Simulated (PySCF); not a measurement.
Job for PySCF: U-B3LYP/6-31G* on AlFH2 (SMILES [F][AlH2]), a point of a bond scan (R = 2.355 Å).

```python
from pyscf import gto, scf, dft, mp
from pyscf.data.elements import chemcore

mol = gto.M(
    atom='''
    Al   -0.24669394   -0.47884971    0.15840895
    H     0.82945304   -1.72886140    1.83901354
    H    -1.58943775   -0.85928261   -0.56046382
    F     0.48063574    0.93294664   -0.30862939
    ''',
    basis='6-31g*',
    cart=True,
    charge=0, spin=0, verbose=3, max_memory=1800)
mf = dft.UKS(mol, xc='b3lyp')
mf.conv_tol = 1e-8
mf.max_cycle = 100
mf.init_guess_breaksym = True
mf.kernel()
if not mf.converged:
    mf = mf.newton().run(mf.mo_coeff, mf.mo_occ)
for _ in range(4):
    mo, _, stable, _ = mf.stability(return_status=True)
    if stable:
        break
    mf.kernel(mf.make_rdm1(mo, mf.mo_occ))
```

The log:

```
converged SCF energy = -343.46610421123  <S^2> = 2.4604638e-09  2S+1 = 1
<class 'pyscf.dft.uks.UKS'> wavefunction is stable in the internal stability analysis
```

Self-consistency was reached.

Cost: around 19 core-seconds (rough).
